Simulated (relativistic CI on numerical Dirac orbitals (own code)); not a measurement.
## Pd2+: 4s photoemission

Computed with this model: Dirac-Coulomb-Breit CI, separate exchange-only KLI orbitals for each configuration, model QED, valence Slater integrals scaled by 0.9, multiplet model of photoemission in the sudden approximation; configurations [Kr] 4d8 → [Ar] 3d10 4s 4p6 4d8; 300 K; Lorentzian 2 eV and Gaussian 0.6 eV FWHM. Energies are those of the free ion, without screening or charge transfer. The energies are binding energies and can lie tens of eV above those of solids. Without intra-shell correlation the exchange splitting of an s hole comes out too large, often by half or more. S is read from ⟨S²⟩ = S(S + 1).

free ion: ground-state S = 1.00, centroid 126.88 eV. Peaks (eV, height): 125.2 (100), 130.6 (49).

Strongest unbroadened transitions for free ion:

```
Energy (eV)  Relative strength
     125.12              100.0
     125.43               22.7
     129.43                3.0
     129.48                0.1
     130.57               54.3
```
